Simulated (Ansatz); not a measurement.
Coupled-cluster diagnostics for Ag₂Se⁺, Ansatz.

Geometry of the doublet (PBE-D4/def2-TZVP):

```xyz
3

Ag    0.1983   -0.3296    1.8182
Ag   -0.8597    1.0552   -1.2663
Se    0.6614   -0.7256   -0.5519
```

In the def2 sets Ag takes a core potential; there is no spin–orbit coupling. Correlated methods freeze 9 core orbitals; core or outer-core shells of Ag, Se are correlated, in sets that lack core-valence functions. No other spin state of charge 1 was run. The structure comes from a short search, and lower isomers may exist.

Task: Estimate the CCSD(T) correlation energy, the shares of MP2 and (T), T1 and the reference's ⟨S²⟩ for: charge 1, doublet, own geometry in def2-TZVP; and the rough time on 4 threads of Arm Neoverse V2 on a shared host.

Result: 
| state | basis | correlation (eV) | MP2 share (%) | (T) share (%) | T1 | ⟨S²⟩ (pure) | wall time |
| --- | --- | --- | --- | --- | --- | --- | --- |
| charge 1, doublet, own geometry | def2-TZVP | -31.170 | 101.6 | 2.4 | 0.016 | 0.76 (0.75) | 53 s |
Customary marks for T1 are 0.02 (closed shells), 0.045 (open shells) and about 0.05 (3d metals). T1 stays under 0.02 throughout.
